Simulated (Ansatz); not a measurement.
CH₆MoN₂O₂, SMILES `C[N]=[Mo]([NH2])(=[O])[OH]`. Charge 0, multiplicity 1. Mo: def2 effective core potential.

```xyz
12

C     1.667    1.321   -0.265
N     0.465    0.631    0.046
Mo   -0.772   -0.507   -0.354
N    -0.692   -1.842    1.047
O    -0.469   -1.209   -1.857
O    -2.452    0.369   -0.381
H     2.071    1.020   -1.237
H     2.420    1.118    0.504
H     1.491    2.402   -0.275
H    -0.146   -1.765    1.890
H    -1.016   -2.787    0.903
H    -2.570    1.250   -0.021
```

Task: List the harmonic frequencies (cm⁻¹, unscaled) at PBE0-D4/def2-TZVP in Ansatz. (Estimate.)

Result: Ansatz gave: 93, 115, 119, 206, 227, 241, 280, 333, 367, 393, 418, 641, 658, 706, 718, 732, 1025, 1102, 1107, 1334, 1430, 1466, 1470, 1545, 3013, 3085, 3087, 3583, 3693, 3913.

Task: Is this a minimum?

Result: Yes, all 30 modes are real.

Task: Give the ideal-gas thermochemistry at 298.15 K and 1 bar (rigid rotor, harmonic oscillator; point group C1, symmetry number 1).

Result: Zero-point energy 221.9 kJ/mol; H(298) − E = 248.1 kJ/mol; entropy 387.2 J/(mol·K), of which translation 173.2, rotation 116.4, vibration 97.6; G(298) − E = 132.7 kJ/mol. Modes under 100 cm⁻¹ are hindered rotations or soft bends, so the harmonic entropy is rough.

Task: And at 400, 500, 600, 800 and 1000 K?

Result: 
```tsv
T (K)	H − E (kJ/mol)	S (J/mol/K)	G − E (kJ/mol)
400	263.1	430.3	91.0
500	279.7	467.4	46.0
600	297.8	500.3	-2.4
800	337.3	557.0	-108.3
1000	380.1	604.7	-224.6
```
